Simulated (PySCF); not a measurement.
Species: C6H10FNS.
Numbering: `[CH3:1][C@@H:2]1[CH:3]=[N:4][CH2:5][C@H:6]([F:7])[C@@H:8]1[SH:9]`

Definitions: NICS(0) = −σiso at the ring centroid; NICS(1) = −σiso and NICS(1)zz = −σzz at ±1 Å along the ring normal z. Level: GIAO PBE0/pcSseg-1 (PySCF, non-relativistic, gas phase) on the GFN2-xTB geometry, one conformer.

Ring bond lengths (Å), with Mayer bond orders in brackets: C2–C3 1.509 (0.96), C3–N4 1.253 (1.99), N4–C5 1.431 (1.00), C5–C6 1.535 (0.98), C6–C8 1.523 (0.95), C8–C2 1.532 (0.95).

Problem. What do the NICS probes read (ppm)?

Solution. 
| ring | type | NICS(0) | NICS(1), two faces | NICS(1)zz, two faces | rms pucker (Å) | centre to ring atoms, mean (Å) |
| --- | --- | --- | --- | --- | --- | --- |
| C2–C3–N4–C5–C6–C8 | 6-membered ring with N; formal bonds 1 double, 5 single | 0.8 | -1.5 / -1.9 | 2.2 / 0.7 | 0.18 | 1.44 |

Problem. What can be read from them?

Solution. 
- C2–C3–N4–C5–C6–C8: mean NICS(1)zz 1.4 ppm, near zero. C2, C5, C6, C8 have four or more neighbours; no verdict on aromaticity is drawn.

Problem. List the ring angles and the Hirshfeld charges of the ring atoms.

Solution. 
- C2–C3–N4–C5–C6–C8: C2 108.8° (-0.035 e), C3 128.1° (+0.044 e), N4 122.0° (-0.161 e), C5 115.9° (-0.037 e), C6 110.1° (+0.054 e), C8 112.0° (-0.034 e); sum 697.0° against 720° for a flat convex ring.

Hardware: an AMD EPYC with one thread, on a shared host. Cost: 87 s, 0.95 GiB resident at most. This is the whole shielding run at PBE0/pcSseg-1, SCF included.
